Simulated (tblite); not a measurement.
Compound: C₃H₁₁OSSi₂ (doublet state).
Z-matrix (Å and degrees, GFN2-xTB geometry), rows numbered from 1:
```
C 
C   1  1.5241
Si  2  1.9091  1  113.42
Si  3  2.2770  2  116.16  1  -171.10
O   4  1.6328  3  110.31  2   166.74
S   4  2.1847  3  103.93  2    50.34
C   6  1.8121  4   99.12  3   168.35
H   1  1.0878  2  110.72  3   -58.51
H   1  1.0888  2  110.87  3  -178.56
H   1  1.0874  2  110.70  3    61.33
H   2  1.0931  1  109.00  3   121.38
H   2  1.0912  1  109.50  3  -122.48
H   3  1.4796  2  107.68  1    58.19
H   4  1.4659  3  132.30  2   -73.88
H   5  0.9533  4  122.98  3   -49.47
H   7  1.0850  6  107.10  4  -169.65
H   7  1.0865  6  109.59  4    71.04
H   7  1.0859  6  109.62  4   -50.17
```

Level: GFN2-xTB in tblite, geometry and Hessian alike; calculated harmonic values, unscaled, isolated species. This tight-binding method is rough: wavenumbers can miss measured ones by several per cent, in bad cases by 10 to 20. Modes of hydrogen on silicon can be 10 to 20 % off. One conformer, not necessarily the lowest. Open shells enter through the occupations alone, without spin polarisation, and single modes of such species can be off by tens of per cent.

Harmonic wavenumbers (cm⁻¹): 30.0, 43.8, 47.6, 71.1, 85.5, 123.0, 164.8, 190.6, 213.7, 221.4, 262.3, 300.9, 374.7, 435.4, 515.2, 602.4, 631.1, 704.5, 708.1, 735.5, 737.6, 802.5, 868.3, 952.8, 960.5, 973.1, 1016.4, 1073.3, 1235.1, 1274.5, 1327.1, 1417.9, 1459.7, 1463.4, 1473.6, 1507.7, 1510.4, 2110.2, 2190.6, 2943.0, 2980.9, 3015.6, 3019.6, 3028.2, 3029.4, 3037.4, 3053.2, 3667.8.

A = 2478, B = 725.5, C = 590.7 MHz; mass 151.007 u (most abundant isotopes); point group C1, symmetry number 1; spin multiplicity 2.

**Question.** Zero-point energy?

**Answer.** ½Σν̃ = 29296 cm⁻¹ = 350.46 kJ/mol.

**Question.** What is S at 500 K and 1 bar for an ideal gas of classical rigid rotors and harmonic oscillators?

**Answer.** Translation 182.18, rotation 132.36, vibration 277.67, spin (R ln 2) 5.76: S = 598.0 J/(mol K).

**Question.** And Cp and H(500 K) − H(0)?

**Answer.** Cp = 246.16 J/(mol K), of which vibrations give 212.90 (their classical limit is 48 R = 399.1); H(500 K) − H(0) = 79.69 kJ/mol without the zero-point energy, 63.07 from vibrations.

**Question.** How do the functions run with temperature in this model?

**Answer.** 
```json
{"T (K)": "50", "S (J/(mol K))": "275.1", "Cp (J/(mol K))": "74.1", "H − H(0) (kJ/mol)": "2.63", "G − H(0) (kJ/mol)": "-11.13", "ln q(vib)": "1.45"}
{"T (K)": "100", "S (J/(mol K))": "336.3", "Cp (J/(mol K))": "103.9", "H − H(0) (kJ/mol)": "7.13", "G − H(0) (kJ/mol)": "-26.50", "ln q(vib)": "3.79"}
{"T (K)": "298.15", "S (J/(mol K))": "487.2", "Cp (J/(mol K))": "183.8", "H − H(0) (kJ/mol)": "35.92", "G − H(0) (kJ/mol)": "-109.35", "ln q(vib)": "11.66"}
{"T (K)": "373.15", "S (J/(mol K))": "531.3", "Cp (J/(mol K))": "209.6", "H − H(0) (kJ/mol)": "50.69", "G − H(0) (kJ/mol)": "-147.57", "ln q(vib)": "14.21"}
{"T (K)": "750", "S (J/(mol K))": "708.2", "Cp (J/(mol K))": "297.4", "H − H(0) (kJ/mol)": "148.10", "G − H(0) (kJ/mol)": "-383.06", "ln q(vib)": "25.28"}
{"T (K)": "1000", "S (J/(mol K))": "798.8", "Cp (J/(mol K))": "332.2", "H − H(0) (kJ/mol)": "227.07", "G − H(0) (kJ/mol)": "-571.77", "ln q(vib)": "31.47"}
```

q(vib) and H(0) count from the zero-point level.

**Question.** What must be added to the electronic energy to get the Gibbs energy at 500 K and 1 bar?

**Answer.** ZPE + [H(500 K) − H(0)] − T·S = 350.46 + 79.69 − 298.98 = 131.17 kJ/mol.

Hindered rotation and anharmonicity are outside this model. Other conformers, if any are populated, would add a mixing term that is left out. The structure is chiral; the term R ln 2 for an equal mix with its mirror image is left out.
